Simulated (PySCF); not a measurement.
# UHF on Mn²⁺ (manganese, charge +2)

Configuration: [Ar] 3d4 4p1, one real determinant (an excited configuration). Calculation: PySCF 2.14, in aug-cc-pwCVTZ-DK (10s9p7d4f3g, 127 functions); scalar relativity by spin-free X2C-1e.

```
Total energy                                                  : -1156.139241 hartree
One-electron energy                                           : -1571.3187 hartree
Hartree (Coulomb) energy                                      : 466.0022 hartree
Exchange energy                                               : -50.8227 hartree
⟨S²⟩                                                          : 8.7519
⟨L²⟩                                                          : 8.015
Sum of ⟨r⟩                                                    : 16.31 bohr
Sum of ⟨r²⟩                                                   : 23.19 bohr²
Traceless quadrupole moment −½Σ⟨3z² − r²⟩ along its main axis : -3.65 e·bohr²
Langevin diamagnetic susceptibility                           : -18.4 ×10⁻⁶ cm³/mol
```

```json
{"shell": "1s α", "electrons": "1", "mean orbital energy (hartree)": "-243.47913", "spread (hartree)": "0", "rms radius, mean of both spins (bohr)": "0.0703"}
{"shell": "1s β", "electrons": "1", "mean orbital energy (hartree)": "-243.47736", "spread (hartree)": "0", "rms radius, mean of both spins (bohr)": "0.0703"}
{"shell": "2s α", "electrons": "1", "mean orbital energy (hartree)": "-30.61004", "spread (hartree)": "0", "rms radius, mean of both spins (bohr)": "0.302"}
{"shell": "2s β", "electrons": "1", "mean orbital energy (hartree)": "-30.49018", "spread (hartree)": "0", "rms radius, mean of both spins (bohr)": "0.302"}
{"shell": "2p α", "electrons": "3", "mean orbital energy (hartree)": "-25.96620", "spread (hartree)": "0.00392", "rms radius, mean of both spins (bohr)": "0.273"}
{"shell": "2p β", "electrons": "3", "mean orbital energy (hartree)": "-25.84569", "spread (hartree)": "0.03032", "rms radius, mean of both spins (bohr)": "0.273"}
{"shell": "3s α", "electrons": "1", "mean orbital energy (hartree)": "-5.03186", "spread (hartree)": "0", "rms radius, mean of both spins (bohr)": "0.906"}
{"shell": "3s β", "electrons": "1", "mean orbital energy (hartree)": "-4.67366", "spread (hartree)": "0", "rms radius, mean of both spins (bohr)": "0.906"}
{"shell": "3p α", "electrons": "3", "mean orbital energy (hartree)": "-3.66756", "spread (hartree)": "0.05204", "rms radius, mean of both spins (bohr)": "0.966"}
{"shell": "3p β", "electrons": "3", "mean orbital energy (hartree)": "-3.23317", "spread (hartree)": "0.06658", "rms radius, mean of both spins (bohr)": "0.966"}
{"shell": "3d α", "electrons": "4", "mean orbital energy (hartree)": "-1.58655", "spread (hartree)": "0.04678", "rms radius, mean of both spins (bohr)": "1.15"}
{"shell": "4p α", "electrons": "1", "mean orbital energy (hartree)": "-0.71349", "spread (hartree)": "0", "rms radius, mean of both spins (bohr)": "3.16"}
```

⟨L²⟩ = 8.01 against 12 for a pure F term, so this real determinant mixes terms.

Densities and radii are taken from the X2C orbitals without a picture-change correction, which distorts them close to the nucleus.

Spin-orbit constants ζ (cm⁻¹) from the X2C one-electron operator on these orbitals: bare nucleus, nucleus screened by l(l+1)(2l+1)/3 electrons, and screened by the Breit-Pauli mean field of the electrons.

| shell | bare | screened nucleus | mean field |
| --- | --- | --- | --- |
| 2p | 59350 | 54600 | n/a |
| 3p | 7275 | 6693 | n/a |
| 3d | 687.7 | 412.6 | n/a |
| 4p | 553.0 | 508.7 | n/a |

To first order the Landé constant is A = 88.93 cm⁻¹, so the lowest level has J = 1/2 and lies 0.110 eV below the centre of the term. This holds in LS coupling only.
